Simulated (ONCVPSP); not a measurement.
# Which setting gave this result? (Tb, ONCV)

Base potential:

Tb, optimised norm-conserving Vanderbilt (ONCV), made with ONCVPSP 4.0.1 (LDA (Perdew-Zunger), non-relativistic). Core [Kr] 4d10 4f8, reference 5s2 5p6 5d1 6s2. Waves: 5s+6s: rc 2.00 bohr, ncon 4, nbas 7, qcut 5 1/bohr, 3 projectors, debl 3.4 Ha; 5p: rc 2.55 bohr, ncon 5, nbas 9, qcut 4.3 1/bohr, 1 projector; 5d: rc 3.25 bohr, ncon 5, nbas 10, qcut 3.8 1/bohr, 1 projector. Local part: polynomial inside 1.95 bohr (lpopt 5, dvloc0 0 Ha). Core correction: Teter function, fcfact 2.5, rcfact 1.1.

Cutoffs, loose and tight: the cutoffs (Ha) at which the residual kinetic energy of the hardest occupied pseudo-wave falls to 1 and 0.1 mHa per electron. They do not see the model core or the augmentation charge, which bear on the density cutoff. Test errors are all-electron minus pseudo excitation energies from the reference, over the configurations 5s2 5p6 5d1 6s1; 5s2 5p6 5d1 6s0; 5s2 5p6 5d0 6s0; 5s2 5p6 5d1.5 6s1.5; variants that change the core or the reference have their own tests.

Only the scale of all radii but the core radius (base = 1) is moved:

| scale of all radii but the core radius (base = 1) | cutoff, loose | cutoff, tight | bound ghosts | largest test error (meV) |
| --- | --- | --- | --- | --- |
| 0.82 | 25 Ha | 54 Ha | none | +7.6 |
| 0.92 | 13 Ha | 34 Ha | none | +19 |
| 1.1 | 9.5 Ha | 12 Ha | none | +62 |
| 1.2 | 8.3 Ha | 10 Ha | none | +118 |
| 1.31 | 6.7 Ha | 9.3 Ha | none | +163 |

Task: One more run gave cutoff, loose: 11 Ha; cutoff, tight: 18 Ha; bound ghosts: none; largest test error (meV): +39. Which value of the scale of all radii but the core radius (base = 1) was used?

Result: 1. The loose cutoff moves one way along this sweep, from 25 Ha at 0.82 to 6.7 Ha at 1.31, which places the run between 0.92 and 1.1.
